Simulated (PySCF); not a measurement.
Isothiocyanate diacetylene, C5HNS.
Numbering: `[CH:1]#[C:2][C:3]#[C:4][N:5]=[C:6]=[S:7]` (hydrogens: H8 on C1)

Structure used (PBE0-D3(BJ)/def2-SVP), in Å, numbered top down from 1:
```xyz
8
C5HNS angstrom
C      2.9932    0.3133    0.3535
C      1.8019    0.3738    0.1025
C      0.4704    0.4406   -0.1791
C     -0.7277    0.5002   -0.4328
N     -1.9809    0.5621   -0.6988
C     -3.1475    0.6092   -0.9651
S     -4.6756    0.6735   -1.3088
H      4.0434    0.2597    0.5744
```

Method: core-valence-separated Tamm–Dancoff BHandHLYP/aug-pcX-1 (pcseg-1 on H, def2-SVPD on S) in PySCF, non-relativistic, gas phase, PBE0-D3(BJ)/def2-SVP geometry. BHandHLYP without relativity tends to put these K edges a few eV too low, so spacings mean more than positions.

The lowest roots of each edge with f over 0.003 (five at most, numbered afresh; weaker and dark ones are left out), with transition dipoles (au) in the frame of the coordinates:

| root | edge | E (eV) | f | μx | μy | μz |
| --- | --- | --- | --- | --- | --- | --- |
| 1 | C | 283.01 | 0.0556 | 0.0159 | 0.0648 | -0.0597 |
| 2 | C | 283.01 | 0.0556 | 0.0106 | -0.0616 | -0.0641 |
| 3 | C | 283.56 | 0.0241 | -0.0093 | -0.0480 | 0.0329 |
| 4 | C | 283.57 | 0.0241 | -0.0084 | 0.0340 | 0.0473 |
| 5 | C | 283.63 | 0.0537 | -0.0124 | -0.0773 | 0.0399 |
| 6 | N | 399.53 | 0.0264 | 0.0091 | -0.0196 | -0.0472 |
| 7 | N | 399.53 | 0.0264 | -0.0063 | -0.0480 | 0.0186 |
| 8 | N | 402.56 | 0.0255 | -0.0086 | 0.0222 | 0.0449 |
| 9 | N | 402.56 | 0.0255 | 0.0067 | 0.0458 | -0.0213 |
| 10 | N | 404.25 | 0.0032 | 0.0175 | -0.0005 | 0.0043 |

Q: What is the unit vector of the molecular axis, and which share of each root's |μ|² lies along it?

A: (0.98, -0.05, 0.21), up to sign.

| root | core hole on | share along it | final orbital |
| --- | --- | --- | --- |
| 1 | C1 | 0.00 | π |
| 2 | C1 | 0.00 | π |
| 3 | C3 | 0.00 | π |
| 4 | C3 | 0.00 | π |
| 5 | C2 | 0.00 | π |
| 6 | N5 | 0.00 | π |
| 7 | N5 | 0.00 | π |
| 8 | N5 | 0.00 | π |
| 9 | N5 | 0.00 | π |
| 10 | N5 | 1.00 | σ |

The 1s orbitals are σ, so light polarised along the axis reaches σ orbitals and light across it π orbitals.

Q: Molecules are fixed in this frame and the field points along y. What effective strengths 3 f cos²θ do the roots have (θ between field and μ)?

A: root 1 (C1): 0.088, root 2 (C1): 0.079, root 3 (C3): 0.048, root 4 (C3): 0.024, root 5 (C2): 0.125, root 6 (N5): 0.011, root 7 (N5): 0.068, root 8 (N5): 0.015, root 9 (N5): 0.062, root 10 (N5): 0.000. Root 5 is the strongest. Averaged over all orientations cos²θ is 1/3, which gives f back. For degenerate partners only the sum has meaning, as the program may mix them freely.

